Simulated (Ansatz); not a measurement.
A short molecular-dynamics run on `NC(=[Se])N[SiH3]`.

```yaml
crystal:
  periodic: [false, false, false]
  atoms:
    - {symbol: N, position_ang: [-1.853762, 0.966874, -0.388658]}
    - {symbol: C, position_ang: [-0.681053, 0.630358, 0.163861]}
    - {symbol: Se, position_ang: [-0.012087, 1.480143, 1.630529]}
    - {symbol: N, position_ang: [0.020593, -0.373521, -0.392350]}
    - {symbol: Si, position_ang: [1.576005, -0.882279, 0.269701]}
    - {symbol: H, position_ang: [-2.376356, 1.716551, 0.025823]}
    - {symbol: H, position_ang: [-2.225980, 0.502597, -1.199338]}
    - {symbol: H, position_ang: [-0.363123, -0.836609, -1.205291]}
    - {symbol: H, position_ang: [1.457831, -1.447093, 1.629658]}
    - {symbol: H, position_ang: [2.608683, 0.169159, 0.166933]}
    - {symbol: H, position_ang: [1.914651, -1.983279, -0.680367]}
basis:
  gaussian: {orbitals: "6-31G*"}
hamiltonian: {xc: {name: BLYP}, dispersion: d3bj}
md: {timestep: 0.5 fs, n_steps: 20, ensemble: nve, temperature: 500, initial_velocities: maxwell_boltzmann, seed: 851}
```

```sh
$ ansatz run in.yaml --threads 4 --pin off --events-out ev --progress --plain --max-ram 10444MiB
```

| step | time (fs) | potential energy (eV) | kinetic (eV) | T (K) | conserved (eV) |
| --- | --- | --- | --- | --- | --- |
| 0 | 0.0 | -77333.9401 | 0.5817 | 500 | -77333.3584 |
| 1 | 0.5 | -77333.9208 | 0.5629 | 484 | -77333.3579 |
| 2 | 1.0 | -77333.8621 | 0.5059 | 435 | -77333.3562 |
| 3 | 1.5 | -77333.7897 | 0.4353 | 374 | -77333.3543 |
| 4 | 2.0 | -77333.7323 | 0.3790 | 326 | -77333.3533 |
| 5 | 2.5 | -77333.7063 | 0.3529 | 303 | -77333.3535 |
| 6 | 3.0 | -77333.7095 | 0.3551 | 305 | -77333.3544 |
| 7 | 3.5 | -77333.7271 | 0.3718 | 320 | -77333.3553 |
| 8 | 4.0 | -77333.7442 | 0.3884 | 334 | -77333.3558 |
| 9 | 4.5 | -77333.7514 | 0.3954 | 340 | -77333.3560 |
| 10 | 5.0 | -77333.7446 | 0.3885 | 334 | -77333.3561 |
| 11 | 5.5 | -77333.7229 | 0.3670 | 315 | -77333.3560 |
| 12 | 6.0 | -77333.6886 | 0.3331 | 286 | -77333.3555 |
| 13 | 6.5 | -77333.6492 | 0.2946 | 253 | -77333.3547 |
| 14 | 7.0 | -77333.6190 | 0.2654 | 228 | -77333.3536 |
| 15 | 7.5 | -77333.6139 | 0.2608 | 224 | -77333.3531 |
| 16 | 8.0 | -77333.6418 | 0.2881 | 248 | -77333.3537 |
| 17 | 8.5 | -77333.6940 | 0.3389 | 291 | -77333.3551 |
| 18 | 9.0 | -77333.7480 | 0.3912 | 336 | -77333.3568 |
| 19 | 9.5 | -77333.7787 | 0.4209 | 362 | -77333.3578 |
| 20 | 10.0 | -77333.7703 | 0.4125 | 355 | -77333.3578 |

Velocities are drawn at the set temperature; a run this short doesn't reach equilibrium.

Frames (Å, forces in eV/Å):

```xyz
11
time=0.0 fs
N    -1.854    0.967   -0.389   -0.467    0.134   -0.215
C    -0.681    0.630    0.164    0.054    0.246    0.314
Se   -0.012    1.480    1.631    0.263    0.557    0.823
N     0.021   -0.374   -0.392    0.288   -0.436   -0.255
Si    1.576   -0.882    0.270    0.481   -0.206    0.151
H    -2.376    1.717    0.026   -0.345    0.413    0.183
H    -2.226    0.503   -1.199   -0.296   -0.247   -0.509
H    -0.363   -0.837   -1.205   -0.203   -0.322   -0.515
H     1.458   -1.447    1.630    0.026   -0.086    0.153
H     2.609    0.169    0.167    0.152    0.091   -0.007
H     1.915   -1.983   -0.680    0.048   -0.147   -0.124
11
time=0.5 fs
N    -1.850    0.967   -0.386   -1.169    0.829   -0.039
C    -0.681    0.633    0.164    0.323   -0.039    0.226
Se   -0.013    1.480    1.630    0.288    0.572    0.837
N     0.021   -0.377   -0.397    0.612    0.199    0.712
Si    1.576   -0.882    0.269    0.425   -0.414    0.336
H    -2.371    1.741    0.039    0.092   -0.310   -0.236
H    -2.237    0.493   -1.190   -0.223   -0.133   -0.330
H    -0.355   -0.834   -1.191   -0.597   -0.767   -1.316
H     1.465   -1.452    1.644    0.028    0.018   -0.092
H     2.607    0.171    0.174    0.168    0.097   -0.035
H     1.908   -1.995   -0.679    0.053   -0.051   -0.063
11
time=1.0 fs
N    -1.847    0.967   -0.384   -1.788    1.384    0.039
C    -0.681    0.635    0.165    0.570   -0.318    0.132
Se   -0.014    1.480    1.630    0.316    0.587    0.851
N     0.021   -0.381   -0.402    0.914    0.802    1.615
Si    1.577   -0.881    0.269    0.380   -0.612    0.497
H    -2.365    1.764    0.051    0.431   -0.924   -0.586
H    -2.249    0.482   -1.182   -0.123    0.006   -0.116
H    -0.348   -0.833   -1.180   -0.962   -1.182   -2.049
H     1.473   -1.456    1.658    0.027    0.113   -0.318
H     2.606    0.173    0.181    0.179    0.098   -0.062
H     1.902   -2.007   -0.678    0.057    0.046   -0.002
11
time=1.5 fs
N    -1.844    0.968   -0.382   -2.294    1.782    0.031
C    -0.681    0.637    0.165    0.790   -0.582    0.032
Se   -0.015    1.480    1.630    0.345    0.601    0.867
N     0.021   -0.384   -0.406    1.111    1.271    2.280
Si    1.578   -0.881    0.268    0.347   -0.793    0.632
H    -2.359    1.785    0.063    0.661   -1.396   -0.852
H    -2.261    0.472   -1.174   -0.009    0.154    0.103
H    -0.343   -0.834   -1.174   -1.218   -1.467   -2.548
H     1.480   -1.461    1.671    0.023    0.196   -0.516
H     2.605    0.175    0.188    0.183    0.092   -0.088
H     1.896   -2.019   -0.677    0.063    0.142    0.058
11
time=2.0 fs
N    -1.841    0.969   -0.379   -2.678    2.031   -0.035
C    -0.680    0.639    0.165    0.974   -0.828   -0.072
Se   -0.015    1.481    1.630    0.376    0.613    0.883
N     0.022   -0.388   -0.410    1.136    1.516    2.563
Si    1.578   -0.881    0.268    0.327   -0.952    0.741
H    -2.351    1.803    0.072    0.787   -1.721   -1.033
H    -2.273    0.462   -1.165    0.109    0.299    0.306
H    -0.342   -0.839   -1.174   -1.295   -1.536   -2.670
H     1.488   -1.465    1.683    0.015    0.267   -0.683
H     2.604    0.177    0.195    0.180    0.079   -0.112
H     1.890   -2.030   -0.675    0.070    0.232    0.112
11
time=2.5 fs
N    -1.839    0.970   -0.377   -2.935    2.150   -0.134
C    -0.680    0.641    0.166    1.120   -1.051   -0.180
Se   -0.016    1.481    1.630    0.409    0.624    0.899
N     0.023   -0.391   -0.414    0.966    1.506    2.423
Si    1.579   -0.881    0.267    0.321   -1.086    0.825
H    -2.341    1.816    0.078    0.821   -1.908   -1.137
H    -2.285    0.453   -1.156    0.216    0.426    0.474
H    -0.343   -0.848   -1.180   -1.172   -1.360   -2.377
H     1.496   -1.468    1.693    0.004    0.324   -0.818
H     2.604    0.179    0.201    0.171    0.061   -0.135
H     1.884   -2.041   -0.674    0.078    0.315    0.160
11
time=3.0 fs
N    -1.837    0.972   -0.374   -3.061    2.154   -0.245
C    -0.679    0.643    0.166    1.226   -1.250   -0.291
Se   -0.017    1.481    1.630    0.443    0.632    0.914
N     0.023   -0.393   -0.417    0.639    1.286    1.943
Si    1.579   -0.880    0.267    0.327   -1.194    0.884
H    -2.328    1.826    0.082    0.774   -1.962   -1.169
H    -2.296    0.444   -1.146    0.305    0.527    0.594
H    -0.347   -0.861   -1.192   -0.889   -0.983   -1.754
H     1.504   -1.470    1.702   -0.009    0.367   -0.919
H     2.605    0.182    0.207    0.157    0.038   -0.156
H     1.879   -2.052   -0.672    0.088    0.387    0.199
11
time=3.5 fs
N    -1.836    0.973   -0.372   -3.054    2.047   -0.361
C    -0.678    0.644    0.166    1.291   -1.423   -0.405
Se   -0.018    1.481    1.630    0.479    0.636    0.928
N     0.024   -0.396   -0.420    0.231    0.950    1.287
Si    1.580   -0.880    0.267    0.343   -1.273    0.920
H    -2.315    1.830    0.083    0.652   -1.885   -1.132
H    -2.307    0.437   -1.135    0.366    0.595    0.662
H    -0.353   -0.875   -1.208   -0.521   -0.501   -0.964
H     1.511   -1.472    1.708   -0.024    0.397   -0.987
H     2.606    0.185    0.213    0.137    0.009   -0.177
H     1.873   -2.061   -0.669    0.101    0.448    0.228
11
time=4.0 fs
N    -1.835    0.976   -0.370   -2.909    1.828   -0.480
C    -0.677    0.645    0.166    1.316   -1.570   -0.519
Se   -0.019    1.481    1.630    0.515    0.637    0.938
N     0.026   -0.398   -0.422   -0.182    0.592    0.613
Si    1.581   -0.880    0.266    0.365   -1.325    0.934
H    -2.299    1.830    0.082    0.457   -1.669   -1.023
H    -2.317    0.432   -1.121    0.395    0.626    0.672
H    -0.361   -0.891   -1.227   -0.145   -0.007   -0.165
H     1.519   -1.473    1.712   -0.041    0.414   -1.022
H     2.607    0.187    0.219    0.114   -0.022   -0.196
H     1.868   -2.069   -0.666    0.115    0.495    0.248
11
time=4.5 fs
N    -1.835    0.978   -0.368   -2.621    1.487   -0.608
C    -0.675    0.646    0.167    1.303   -1.688   -0.634
Se   -0.019    1.482    1.630    0.551    0.634    0.945
N     0.027   -0.401   -0.425   -0.547    0.279    0.028
Si    1.582   -0.881    0.266    0.392   -1.347    0.927
H    -2.283    1.826    0.078    0.189   -1.304   -0.837
H    -2.325    0.428   -1.107    0.388    0.615    0.627
H    -0.369   -0.906   -1.246    0.188    0.433    0.537
H     1.526   -1.472    1.713   -0.060    0.418   -1.027
H     2.608    0.190    0.223    0.087   -0.055   -0.215
H     1.864   -2.076   -0.663    0.131    0.528    0.256
11
time=5.0 fs
N    -1.835    0.981   -0.366   -2.194    1.017   -0.754
C    -0.673    0.647    0.166    1.254   -1.778   -0.744
Se   -0.020    1.482    1.630    0.585    0.626    0.947
N     0.027   -0.403   -0.427   -0.841    0.040   -0.422
Si    1.582   -0.881    0.266    0.420   -1.341    0.900
H    -2.266    1.818    0.072   -0.149   -0.780   -0.570
H    -2.333    0.425   -1.090    0.342    0.563    0.527
H    -0.376   -0.921   -1.264    0.454    0.787    1.094
H     1.534   -1.471    1.712   -0.080    0.410   -1.000
H     2.610    0.193    0.228    0.059   -0.089   -0.233
H     1.859   -2.082   -0.659    0.150    0.546    0.253
11
time=5.5 fs
N    -1.836    0.984   -0.364   -1.642    0.424   -0.920
C    -0.671    0.647    0.166    1.174   -1.837   -0.846
Se   -0.021    1.482    1.630    0.616    0.615    0.944
N     0.028   -0.405   -0.430   -1.056   -0.122   -0.728
Si    1.583   -0.881    0.266    0.445   -1.307    0.851
H    -2.249    1.809    0.064   -0.543   -0.106   -0.226
H    -2.340    0.424   -1.073    0.258    0.467    0.379
H    -0.383   -0.934   -1.279    0.648    1.049    1.498
H     1.541   -1.469    1.709   -0.101    0.391   -0.942
H     2.611    0.195    0.232    0.030   -0.122   -0.250
H     1.855   -2.086   -0.654    0.170    0.549    0.239
11
time=6.0 fs
N    -1.837    0.987   -0.362   -1.001   -0.248   -1.093
C    -0.669    0.647    0.166    1.067   -1.866   -0.938
Se   -0.022    1.482    1.630    0.644    0.601    0.936
N     0.029   -0.407   -0.433   -1.197   -0.212   -0.903
Si    1.584   -0.882    0.266    0.466   -1.245    0.780
H    -2.234    1.800    0.056   -0.963    0.672    0.171
H    -2.347    0.424   -1.054    0.138    0.331    0.189
H    -0.388   -0.944   -1.290    0.775    1.225    1.761
H     1.548   -1.465    1.703   -0.122    0.358   -0.852
H     2.613    0.197    0.235    0.002   -0.153   -0.266
H     1.851   -2.089   -0.648    0.191    0.536    0.215
11
time=6.5 fs
N    -1.838    0.991   -0.360   -0.335   -0.907   -1.238
C    -0.667    0.646    0.165    0.936   -1.863   -1.014
Se   -0.022    1.483    1.631    0.668    0.583    0.922
N     0.029   -0.410   -0.435   -1.267   -0.241   -0.963
Si    1.585   -0.883    0.267    0.480   -1.155    0.687
H    -2.221    1.792    0.049   -1.358    1.456    0.571
H    -2.353    0.424   -1.035   -0.011    0.162   -0.029
H    -0.391   -0.952   -1.297    0.841    1.323    1.898
H     1.555   -1.461    1.695   -0.145    0.314   -0.731
H     2.615    0.199    0.237   -0.025   -0.181   -0.281
H     1.848   -2.091   -0.643    0.213    0.508    0.179
11
time=7.0 fs
N    -1.839    0.993   -0.359    0.268   -1.412   -1.301
C    -0.664    0.645    0.165    0.787   -1.830   -1.074
Se   -0.023    1.483    1.631    0.689    0.564    0.903
N     0.029   -0.412   -0.438   -1.271   -0.216   -0.917
Si    1.586   -0.883    0.267    0.486   -1.039    0.571
H    -2.211    1.788    0.042   -1.654    2.093    0.898
H    -2.359    0.425   -1.016   -0.177   -0.028   -0.257
H    -0.392   -0.956   -1.300    0.851    1.349    1.918
H     1.561   -1.456    1.686   -0.167    0.258   -0.579
H     2.617    0.200    0.239   -0.048   -0.203   -0.295
H     1.845   -2.092   -0.636    0.237    0.464    0.133
11
time=7.5 fs
N    -1.840    0.996   -0.358    0.716   -1.621   -1.229
C    -0.661    0.644    0.164    0.624   -1.767   -1.114
Se   -0.024    1.483    1.631    0.706    0.542    0.879
N     0.029   -0.414   -0.442   -1.207   -0.137   -0.768
Si    1.587   -0.884    0.267    0.481   -0.899    0.432
H    -2.205    1.789    0.038   -1.784    2.422    1.074
H    -2.365    0.426   -0.998   -0.343   -0.219   -0.471
H    -0.391   -0.957   -1.298    0.804    1.302    1.823
H     1.567   -1.451    1.675   -0.189    0.190   -0.397
H     2.618    0.201    0.241   -0.068   -0.220   -0.308
H     1.843   -2.091   -0.630    0.261    0.406    0.078
11
time=8.0 fs
N    -1.841    0.998   -0.357    0.947   -1.458   -1.006
C    -0.658    0.642    0.162    0.450   -1.678   -1.133
Se   -0.024    1.484    1.631    0.720    0.519    0.851
N     0.029   -0.417   -0.445   -1.073    0.002   -0.509
Si    1.588   -0.885    0.268    0.466   -0.739    0.271
H    -2.203    1.795    0.037   -1.712    2.346    1.054
H    -2.373    0.427   -0.981   -0.487   -0.386   -0.645
H    -0.388   -0.955   -1.292    0.697    1.178    1.607
H     1.572   -1.445    1.663   -0.211    0.112   -0.187
H     2.620    0.201    0.241   -0.083   -0.231   -0.318
H     1.841   -2.090   -0.623    0.286    0.335    0.015
11
time=8.5 fs
N    -1.842    1.001   -0.356    0.951   -0.971   -0.675
C    -0.655    0.640    0.161    0.270   -1.564   -1.132
Se   -0.025    1.484    1.632    0.731    0.493    0.819
N     0.029   -0.419   -0.448   -0.863    0.210   -0.125
Si    1.589   -0.886    0.268    0.441   -0.563    0.092
H    -2.206    1.807    0.038   -1.456    1.885    0.854
H    -2.381    0.426   -0.965   -0.583   -0.502   -0.751
H    -0.383   -0.950   -1.282    0.524    0.968    1.256
H     1.577   -1.439    1.650   -0.231    0.025    0.045
H     2.621    0.201    0.241   -0.093   -0.235   -0.328
H     1.840   -2.088   -0.616    0.310    0.254   -0.055
11
time=9.0 fs
N    -1.843    1.003   -0.356    0.766   -0.304   -0.319
C    -0.652    0.638    0.159    0.085   -1.427   -1.111
Se   -0.025    1.485    1.632    0.740    0.466    0.782
N     0.028   -0.421   -0.452   -0.572    0.498    0.396
Si    1.590   -0.887    0.268    0.406   -0.378   -0.100
H    -2.212    1.824    0.041   -1.077    1.164    0.540
H    -2.391    0.425   -0.952   -0.610   -0.545   -0.775
H    -0.377   -0.942   -1.268    0.277    0.662    0.758
H     1.582   -1.432    1.638   -0.250   -0.066    0.292
H     2.622    0.200    0.240   -0.098   -0.233   -0.335
H     1.840   -2.085   -0.609    0.333    0.165   -0.128
11
time=9.5 fs
N    -1.844    1.005   -0.355    0.456    0.367   -0.019
C    -0.649    0.635    0.158   -0.101   -1.270   -1.071
Se   -0.026    1.485    1.632    0.746    0.436    0.741
N     0.028   -0.424   -0.455   -0.202    0.869    1.054
Si    1.591   -0.888    0.269    0.364   -0.193   -0.295
H    -2.220    1.844    0.045   -0.652    0.348    0.191
H    -2.403    0.422   -0.940   -0.557   -0.506   -0.712
H    -0.370   -0.933   -1.254   -0.044    0.259    0.112
H     1.585   -1.426    1.627   -0.266   -0.158    0.541
H     2.623    0.198    0.238   -0.097   -0.223   -0.340
H     1.841   -2.082   -0.603    0.354    0.071   -0.202
11
time=10.0 fs
N    -1.844    1.007   -0.354    0.082    0.916    0.172
C    -0.646    0.632    0.155   -0.288   -1.095   -1.012
Se   -0.026    1.485    1.633    0.751    0.403    0.695
N     0.027   -0.426   -0.458    0.230    1.303    1.818
Si    1.592   -0.889    0.269    0.317   -0.019   -0.482
H    -2.231    1.864    0.050   -0.241   -0.425   -0.128
H    -2.415    0.418   -0.929   -0.428   -0.388   -0.575
H    -0.364   -0.924   -1.238   -0.424   -0.220   -0.650
H     1.589   -1.420    1.617   -0.281   -0.246    0.778
H     2.624    0.196    0.235   -0.091   -0.207   -0.342
H     1.842   -2.078   -0.597    0.373   -0.023   -0.274
```

Run time 18 s (4 threads of an INTEL XEON PLATINUM 8581C on a shared host); peak host memory 0.48 GiB.
